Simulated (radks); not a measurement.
Numerical settings for the hafnium ion Hf2+, [Xe] 4f14 5d2. All-electron calculation, scalar-relativistic Kohn-Sham, PBE, spin-polarised, spherical densities, finite nucleus; open shells are filled with parallel spins first (spin-orbit coupling, left out, can overturn this in heavy ions); Fermi nuclear charge, rms radius 5.347 fm. Program: a radial shooting solver on a logarithmic mesh with Libxc functionals. The defaults (mesh step 0.008 in ln r, mesh end at 40 bohr or more with all orbitals vanishing there, Anderson mixing 0.5 over 9 steps, residual threshold near 1e-9 with the energy settled to 1e-9 hartree or 1e-11 of itself, here a cap of 56 iterations) give E = -15075.3743 hartree and 5d at -17.332 eV in 17 iterations. Run on one thread of a shared host, so times are rough (Arm Neoverse V2): 0.29 s of CPU time, 0.29 s wall, 17 iterations on 2254 mesh points. Changes against that run (0 stands for a change within the tolerance of the run):

setting,iterations,converged,E (mhartree),e(5d) (meV),CPU (s)
mesh step in ln r 0.05,16,yes,-0.0473,-0.00443,0.06
mesh step in ln r 0.012,16,yes,0,0,0.19
mesh step in ln r 0.02,16,yes,0,0,0.12
mesh end (bohr) 3,17,yes,+628,+9.98e+03,0.26
mesh end (bohr) 2,16,level above zero,+7.19e+03,+5.5e+04,0.22
residual threshold 0.01,11,yes,0,-0.437,0.22
residual threshold 1e-16,56,no,0,0,0.48
mixing 0.05,26,yes,0,0,0.39
"linear mixing, mixing 0.5",43,yes,0,0,0.6
"linear mixing, mixing 1",56,no,+7.23e+05,+1.38e+04,2.4
mixing history 20,24,yes,0,0,0.36
iteration cap 5,5,no,+31.3,+745,0.11

Settled on a wrong energy, with an occupied level pushed above zero by the early mesh end: mesh end (bohr) 2 (+7.19 hartree). Apart from these: settings that end as converged yet miss the energy by more than 1 mhartree: mesh end (bohr) 3 (+0.628 hartree). A mesh that ends early acts as a hard wall.
